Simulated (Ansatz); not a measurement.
Start from `FCC(F)(C(F)F)C(F)(F)F` and change one atom or group to get `FCC(F)(F)C(F)(F)F`.

Ansatz, PBE0-D4/def2-TZVP geometries, multiplicity 1. Each molecule was computed in one conformer, which needn't be the lowest.

```
                                                                                  property  `FCC(F)(C(F)F)C(F)(F)F`
                                          size of the dipole moment (B3LYP/def2-TZVPP) / D                     1.53
                                                       HOMO–LUMO gap (PBE/def2-TZVPP) / eV                     7.96
ideal-gas entropy at 298 K and 1 bar (rigid rotor, harmonic PBE0-D4/def2-TZVP) / J/(mol·K)                      422
                                                        LUMO energy (PBE0/def2-TZVPP) / eV                     0.92
                                                      HOMO–LUMO gap (PBE0/def2-TZVPP) / eV                    10.96
                                                     LUMO energy (ωB97M-V/def2-TZVPP) / eV                     2.86
```

Question: Give the same properties after the change, and the shifts. (An estimate is asked.)

Answer: The calculation gave: 
```csv
property,`FCC(F)(F)C(F)(F)F`,shift
size of the dipole moment (B3LYP/def2-TZVPP) / D,1.92,0.39
HOMO–LUMO gap (PBE/def2-TZVPP) / eV,8.11,0.15
"ideal-gas entropy at 298 K and 1 bar (rigid rotor, harmonic PBE0-D4/def2-TZVP) / J/(mol·K)",380,-42
LUMO energy (PBE0/def2-TZVPP) / eV,0.86,-0.06
HOMO–LUMO gap (PBE0/def2-TZVPP) / eV,11.05,0.09
LUMO energy (ωB97M-V/def2-TZVPP) / eV,2.67,-0.19
```

With PBE0 the HOMO falls by 0.16 eV and the LUMO falls by 0.06 eV, so the gap widens by about 0.10 eV. PBE moves the HOMO by -0.13 eV and ωB97M-V by -0.17 eV. The zero-point energy changes by -55.4 kJ/mol with -9 modes. Dipoles are sizes alone; their direction can turn. Modes under 60 cm⁻¹, often nearly free rotors, make the harmonic entropy too high.

B3LYP here is the variant with VWN-RPA as its local correlation; programs differ in this.
